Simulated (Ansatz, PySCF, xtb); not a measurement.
Gas-phase reaction R1 + R2 → P1 + P2, each structure at its B3LYP-D3(BJ)/def2-TZVP stationary point, reached from a drawn start (curvature not checked).
P1, CH4 (SMILES C) (charge 0, multiplicity 1, Z-matrix in Å and degrees):
```
C
H 1 1.0893
H 1 1.0893 2 109.47
H 1 1.0893 2 109.47 3 -120.00
H 1 1.0893 2 109.47 3 120.00
```
R1, H2 (SMILES [H][H]) (charge 0, multiplicity 1):
```xyz
2

H      0.0000     0.0000     0.3720
H      0.0000     0.0000    -0.3720
```
P2, SiH4 (SMILES [SiH4]) (charge 0, multiplicity 1):
| atom | x (Å) | y (Å) | z (Å) |
|---|---|---|---|
| Si | 0.0000 | 0.0000 | 0.0000 |
| H | 0.8547 | 0.8547 | 0.8547 |
| H | -0.8547 | -0.8547 | 0.8547 |
| H | -0.8547 | 0.8547 | -0.8547 |
| H | 0.8547 | -0.8547 | -0.8547 |
R2: CH6Si (SMILES C[SiH3]), charge 0, multiplicity 1.

P less R. No zero-point or thermal terms.

Cores are frozen in the correlated methods. CBS: X⁻³ extrapolation of the correlation energy, Hartree–Fock from the larger set.

The values were computed with Ansatz (a program for electronic structure); PySCF for the D3/D4 terms; xtb for the GFN methods. All values are computed, each at the level named.

The comparison value is -0.283 eV (CCSD(T)/CBS(cc-pV(T+d)Z, cc-pV(Q+d)Z)). It is a level with limits of its own, not the exact answer.

Problem. Order these levels by how close they come to the comparison value for the reaction energy, closest first: BLYP-D3(BJ)/def2-TZVPP, MP2/CBS(cc-pV(T+d)Z, cc-pV(Q+d)Z), PBE-D3(BJ)/def2-TZVPP, GFN2-xTB, B3LYP/def2-TZVPP. Give each level's value less the comparison value.

Solution. PBE-D3(BJ)/def2-TZVPP (0.012 eV), BLYP-D3(BJ)/def2-TZVPP (-0.019 eV), MP2/CBS(cc-pV(T+d)Z, cc-pV(Q+d)Z) (0.047 eV), B3LYP/def2-TZVPP (-0.104 eV), GFN2-xTB (-0.732 eV)
